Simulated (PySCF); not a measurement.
Excitation energy of C+ by level of theory

C+ [He] 2s2 2p1 (2P) → C+ [He] 2s2 3s1 (2S), as a difference of total energies. All numbers are calculated (PySCF 2.14, the non-relativistic Hamiltonian (point nucleus), in aug-cc-pVTZ (5s4p3d2f, 46 functions)). Correlated levels: valence: 1s2 frozen. The calculations carry no spin-orbit coupling.

| method | excitation energy (cm⁻¹) |
| --- | --- |
| UHF | 116070 |
| LDA | 117350 |
| PBE | 117910 |
| PBE0 | 118240 |
| r2SCAN | 121060 |
| M06-L | 123180 |
| wB97M-V | 115790 |
| M06-2X | 114600 |
| B3LYP | 119200 |
| MP2 (valence) | 115840 |
| SCS-MP2 (valence) | 115720 |

Errors of the correlated levels include the incompleteness of this basis and the frozen core.

For comparison: 116500 cm⁻¹ (measured; NIST levels, between the centres of gravity of the two terms).
